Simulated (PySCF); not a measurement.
```xyz
3
charge 0 multiplicity 5, angstrom
Fe    0.0000    0.0000    0.0000
Cl    2.1531    0.0000    0.0000
Cl   -2.1531    0.0000    0.0000
```

Level of theory: UB3LYP/[Fe def2-SVP, Cl def2-SVP], no relativity, density fitting, PySCF.

This geometry of FeCl2 is a stationary point at this level.

Task: What is the point group?

Result: D∞h.

Task: Is it a minimum?

Result: Yes: all harmonic wavenumbers are real.

Task: List the harmonic modes with their infrared intensities.

Result: 
```json
{"symmetry": "πu", "ω (cm⁻¹)": "71", "IR (km/mol, summed over degenerate members)": "41.2"}
{"symmetry": "σg+", "ω (cm⁻¹)": "342", "IR (km/mol, summed over degenerate members)": "0.0"}
{"symmetry": "σu+", "ω (cm⁻¹)": "500", "IR (km/mol, summed over degenerate members)": "146"}
```

Task: What is the atomisation energy, with and without zero-point energy?

Result: 767 kJ/mol without, 761 kJ/mol with.

In D∞h the vibrations span πu + σg+ + σu+. The σg+ mode carries no infrared intensity, as symmetry demands. With a centre of inversion only u modes can be infrared active and only g modes Raman active.

Other isomers or separated fragments may lie lower. With open d or f shells other occupations or spin states may lie lower.
